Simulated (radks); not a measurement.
Coulomb parameter of the 3d shell of the copper ion Cu3+ in the model configuration [Ar] 3d6 4p2, as a second difference U = [E(n + 0.5) + E(n - 0.5) - 2 E(n)] / (0.5)^2 with all orbitals relaxed. "Bare": the charge of the atom changes with n. "Screened": the 4p shell takes up the change at fixed total charge, which measures U(3d,3d) + U(4p,4p) - 2 U(3d,4p). All-electron calculation, scalar-relativistic Kohn-Sham, BLYP, spin-unpolarised, spherical densities, point nucleus. Program: a radial shooting solver on a logarithmic mesh with Libxc functionals.

[
 {"case": "start", "configuration": "[Ar] 3d6 4p2", "E - E(n) (eV)": "0.000"},
 {"case": "bare +0.5", "configuration": "[Ar] 3d6.5 4p2", "E - E(n) (eV)": "-31.398"},
 {"case": "bare -0.5", "configuration": "[Ar] 3d5.5 4p2", "E - E(n) (eV)": "37.085"},
 {"case": "screened +0.5", "configuration": "[Ar] 3d6.5 4p1.5", "E - E(n) (eV)": "-17.309"},
 {"case": "screened -0.5", "configuration": "[Ar] 3d5.5 4p2.5", "E - E(n) (eV)": "19.252"}
]

U(bare) = 22.750 eV, U(screened by 4p) = 7.770 eV, against the Slater integral F0(3d,3d) = 32.138 eV with frozen orbitals.
